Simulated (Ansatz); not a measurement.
GeH5ISSi, SMILES `S[SiH2][GeH2][I]`. Charge 0, multiplicity 1. I takes the def2 core potential. The structure was optimised at the PBE0-D4/def2-TZVP level. It is one conformer, not always the lowest.

```xyz
9

S     0.186   -0.218    2.384
Si   -0.293   -1.053    0.483
Ge   -0.327    0.698   -1.129
I     1.931    1.817   -0.859
H     1.238    0.475    1.905
H    -1.635   -1.672    0.633
H     0.682   -2.080    0.033
H    -0.405    0.248   -2.597
H    -1.377    1.785   -0.854
```

Q: What is the dipole moment at r2SCAN/def2-TZVPP? (Estimate.)

A: Computed: 1.47 D, with components (-1.02, -0.78, -0.72) D in this frame, pointing from negative to positive charge.

Q: And with PBE, B3LYP, ωB97M-V? (An estimate is asked.)

A: Ansatz gave: PBE 1.37 D, B3LYP 1.52 D, ωB97M-V 1.61 D.

Q: Give the Mulliken charges with r2SCAN, ωB97M-V, B3LYP in def2-TZVPP. (Best estimate.)

A: The calculation gave: 
```csv
atom,r2SCAN,ωB97M-V,B3LYP
S1,-0.25,-0.23,-0.25
Si2,0.27,0.18,0.26
Ge3,0.21,0.05,0.18
I4,-0.27,-0.23,-0.26
H5,0.13,0.13,0.13
H6,-0.06,0.00,-0.05
H7,-0.05,0.00,-0.04
H8,0.01,0.04,0.01
H9,0.01,0.05,0.02
```

B3LYP here is the variant with VWN-RPA as its local correlation; programs differ in this.
